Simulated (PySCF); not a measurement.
C6H14S2, SMILES CSCCCCSC.

Geometry: B3LYP-D3(BJ)/def2-SVP. One conformer was computed; it need not be the lowest.

Two levels are set side by side: TDA-PBE/def2-SVP (PySCF) and TDA-ωB97X/def2-SVP (PySCF). Vertical, same geometry. The lowest singlet is HOMO→LUMO 78 %, HOMO−1→LUMO+1 22 % with PBE and HOMO−1→LUMO+1 46 %, HOMO→LUMO 37 % with the other functional; states are paired by order. Differences are taken from unrounded values.

| quantity | TDA-ωB97X |
|---|---|
| lowest singlet excitation (eV) | 5.90 |
| lowest triplet excitation (TDA) (eV) | 5.32 |

**Question.** What does TDA-PBE give, and how far is it from TDA-ωB97X? (An estimate is asked for; the answer gives what the named calculation found.)

**Answer.** 
| quantity | TDA-PBE | TDA-PBE minus TDA-ωB97X |
|---|---|---|
| lowest singlet excitation (eV) | 5.14 | -0.76 |
| lowest triplet excitation (TDA) (eV) | 4.83 | -0.49 |

A lower first singlet is the usual sign of a functional without exact exchange. Differences between two approximate levels are no errors against the true value.

Rough cost on one machine, each run with all the roots and properties that it gave: TDA-ωB97X against TDA-PBE about 6 times.
